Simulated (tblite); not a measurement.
Isomers of C3H12OSSi3. Computed with GFN2-xTB (tblite): harmonic, unscaled wavenumbers at the GFN2-xTB geometry, gas phase. Errors from tens to a few hundred cm⁻¹ against measured bands are possible. Modes of hydrogen on silicon and sulfur can be 10 to 20 % off. One conformer each.

Electronic energies: GFN2-xTB at the same geometries; isomer energies are rough at this level and their order can be wrong.

| SMILES | electronic energy, lowest = 0 (kcal/mol) |
| --- | --- |
| CS[SiH2]C([SiH3])([SiH3])C=O | 0.0 |
| CC(=O)[SiH2][C@H]([SiH3])S[SiH3] | 5.0 |
| O=C[C@H](S)C[SiH2][SiH2][SiH3] | 31.0 |
| CS[Si]([SiH3])([SiH3])C(C)=O | 14.9 |

**Question.** How do GFN2-xTB zero-point energies change the relative energies?

**Answer.** 
```tsv
SMILES	ZPE (kcal/mol)	of it from modes above 1550 cm⁻¹	electronic (kcal/mol)	with ZPE, lowest = 0 (kcal/mol)	lowest mode (cm⁻¹)	rings
CS[SiH2]C([SiH3])([SiH3])C=O	81.0	45.4	0.0	0.0	39	0
CC(=O)[SiH2][C@H]([SiH3])S[SiH3]	81.4	45.8	5.0	5.5	45	0
CS[Si]([SiH3])([SiH3])C(C)=O	82.9	47.6	14.9	16.8	12	0
O=C[C@H](S)C[SiH2][SiH2][SiH3]	80.6	44.6	31.0	30.6	28	0
```

The zero-point energies span 2.3 kcal/mol, from `O=C[C@H](S)C[SiH2][SiH2][SiH3]` to `CS[Si]([SiH3])([SiH3])C(C)=O`. The order is unchanged.

**Question.** What do entropy and thermal enthalpy add at 298.15 K and 1 bar (rigid rotor, harmonic oscillator, one conformer each)?

**Answer.** 
```csv
SMILES,point group,symmetry number,S (cal/(mol K)),H − H(0) (kcal/mol),ZPE + H − H(0) − TS (kcal/mol)
CS[SiH2]C([SiH3])([SiH3])C=O,C1,1,121.0,9.67,54.6
CC(=O)[SiH2][C@H]([SiH3])S[SiH3],C1,1,117.4,9.40,55.8
O=C[C@H](S)C[SiH2][SiH2][SiH3],C1,1,121.0,9.48,54.0
```

Not tabulated: `CS[Si]([SiH3])([SiH3])C(C)=O` (lowest mode only 12 cm⁻¹).
